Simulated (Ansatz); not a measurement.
Start from `C=CC(C)=S` and change one atom or group to get `CC(=S)[O][GeH3]`.

Ansatz, PBE0-D4/def2-TZVP geometries, multiplicity 1. Each molecule was computed in one conformer, which needn't be the lowest.

Scalar relativity is left out up to krypton.

```tsv
property	`C=CC(C)=S`
HOMO–LUMO gap (PBE/def2-TZVPP) / eV	1.73
LUMO energy (PBE/def2-TZVPP) / eV	-3.38
HOMO–LUMO gap (ωB97M-V/def2-TZVPP) / eV	8.10
LUMO energy (B3LYP/def2-TZVPP) / eV	-2.70
HOMO energy (ωB97M-V/def2-TZVPP) / eV	-8.56
HOMO energy (PBE/def2-TZVPP) / eV	-5.11
```

(1) What does the change do to each property? (Best estimate.)

Results:

(1) Computed: 
```
                               property  `CC(=S)[O][GeH3]`  shift
    HOMO–LUMO gap (PBE/def2-TZVPP) / eV               2.89   1.16
      LUMO energy (PBE/def2-TZVPP) / eV              -2.11   1.27
HOMO–LUMO gap (ωB97M-V/def2-TZVPP) / eV               9.37   1.27
    LUMO energy (B3LYP/def2-TZVPP) / eV              -1.38   1.32
  HOMO energy (ωB97M-V/def2-TZVPP) / eV              -8.38   0.18
      HOMO energy (PBE/def2-TZVPP) / eV              -5.00   0.11
```

With PBE0 the HOMO rises by 0.14 eV and the LUMO rises by 1.36 eV, so the gap widens by about 1.22 eV. PBE moves the HOMO by 0.11 eV and ωB97M-V by 0.18 eV.

B3LYP here is the variant with VWN-RPA as its local correlation; programs differ in this.
